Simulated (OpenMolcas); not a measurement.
Cr2+ in MgO

Cr2+ with its 6 nearest oxide ions at 2.154 Å, on the Mg site of MgO (a = 4.2112 Å, distance in the model lattice 2.106 Å). The rest of the host is ab initio model potentials to 7.6 Å, with orthogonalisation functions on the cations behind the ligands, and point charges beyond; the distance is set by hand and nothing relaxes. Ligand basis ANO-RCC-VDZP.

```json
{
 "Program": "OpenMolcas 26.06",
 "Method": "SS-CASPT2, IPEA 0.25 Eh, imaginary shift 0.1 Eh (closed shells correlated: 3s 3p and the ligand valence shells)",
 "Basis": "ANO-RCC-VDZP [5s4p2d1f]",
 "Scalar Hamiltonian": "DKH2, point nucleus",
 "Active space": "4 electrons in 5 orbitals (3d)",
 "State averaging": "2S+1 = 5 even, 5 roots; 2S+1 = 3 even, 45 roots; 2S+1 = 1 even, 50 roots",
 "Spin-orbit coupling": "state interaction with AMFI integrals over the reference wave functions"
}
```

The lowest spin-free states (labels of O, the rotations of Oh), above the lowest:

```csv
State,Degeneracy,E (cm-1)
5E,2,0
3T1,3,5470
1T2,3,12960
5T2,3,14030
1E,2,14540
3T1,3,15710
3E,2,16110
3T2,3,16440
1A1,1,17640
3A1,1,18260
3A2,1,18260
3E,2,21510
1T2,3,23470
1A2,1,23980
1T1,3,24610
3T1,3,27020
1E,2,27040
3T2,3,29350
3T2,3,31610
3T1,3,31710
```

The lowest levels with spin-orbit coupling:

```csv
E (cm-1),Degeneracy,Label,2S+1
0,1,A1,5
8,3,T1,5
15,2,E,5
21,3,T2,5
28,1,A2,5
5320,1,A1,3
5420,3,T1,3
5580,3,T2,3
5590,2,E,3
12950,3,T2,1
13900,1,A1,5
13910,3,T1,5
13930,3,T2,5
14080,2,E,5
14090,3,T1,5
14200,3,T2,5
14520,2,E,1
15530,1,A1,3
15650,3,T1,3
15890,2,E,3
```

Powder χT (cm3 K/mol): 1.07 at 2 K, 2.64 at 10 K, 2.94 at 50 K, 2.96 at 100 K, 2.97 at 200 K, 2.97 at 300 K. The effective moment at 300 K is 2.828 √(χT) = 4.88 μB.

The lowest level has 2S+1 = 5, for which the spin-only value is χT = S(S+1) / 2 = 3.000 cm3 K/mol (g = 2). The computed 2.975 at 300 K differs by -0.025, through a little spin-orbit mixing out of the ground term, against the free-electron g of 2.0023, which raises it.

Roots that are degenerate in the reference are averaged as groups; the widest CASPT2 spread within a group is 110 cm-1 (the 3-fold group of multiplicity 1 near 38000 cm-1 above the lowest state of its run). Shifts and gaps below about the spread of the groups concerned are not significant. Over all roots computed the reference weight is 0.70 to 0.72; a low but even weight reflects the number of correlated electrons. An orbital doublet at a regular site is open to a Jahn-Teller distortion, which this geometry leaves out. This shell can be high or low spin here, a state of another spin lies low, and with metal d orbitals alone active their balance is uncertain, so the ground spin may be wrong. Ligand-to-metal charge-transfer states are missing. These CASPT2 states fit no ligand-field parameters well, so their order and spin gaps are uncertain. With no ligand orbital active B as a rule stays too high, so bands that hang on it stand too high and its fall with covalency is understated. With one d shell and no ligand orbital active, 10Dq can be off by tens of per cent for divalent 3d ions, low with halides held by bare charges and at times high in hosts. No measured value stands beside these numbers; the geometry was set by hand and not optimised.
